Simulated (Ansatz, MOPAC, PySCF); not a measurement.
Noncovalent pair: H2O (SMILES O) (first 3 atoms) with CH4S (SMILES CS); geometry from B3LYP-D3(BJ)/def2-TZVP, rigid monomers moved along the line of their centres of mass till O1···H9 is 1.98 Å.
(charge 0, multiplicity 1):
```xyz
9

O      0.2608    -0.0870     0.2851
H      0.8310    -0.7092    -0.1793
H     -0.6184    -0.2140    -0.0875
C      0.8130     0.8363     4.1102
S      0.2202    -0.7902     3.5381
H      0.1242     1.6285     3.8240
H      0.8601     0.7862     5.1967
H      1.8076     1.0501     3.7243
H      0.2364    -0.5109     2.2209
```

Interaction energies are E(AB) − E(A) − E(B) at the monomers' geometry in the complex; basis-set methods are counterpoise corrected. Rows marked so take none.

Cores are frozen in the correlated methods. Rows in 6-31G* carry no dispersion term and start afresh at each structure (6-31G* with six Cartesian d functions). The state that PM7 reach isn't checked; PM7 holds dispersion and hydrogen-bond terms.

Programs: Ansatz (a first-principles code); MOPAC for PM7 (differences of heats of formation); PySCF for 6-31G* rows, the dispersion terms. 

Question: One of these levels gives -76.3 meV for the interaction energy. Which?
(A) BP86/6-31G* (no counterpoise)
(B) PM7
(C) B3LYP-D3(BJ)/def2-TZVPPD
(D) CCSD(T)/aug-cc-pV(D+d)Z

Answer: C, B3LYP-D3(BJ)/def2-TZVPPD. The others give -98.2 (PM7), -158.7 (BP86/6-31G* (no counterpoise)), -39.3 (CCSD(T)/aug-cc-pV(D+d)Z)
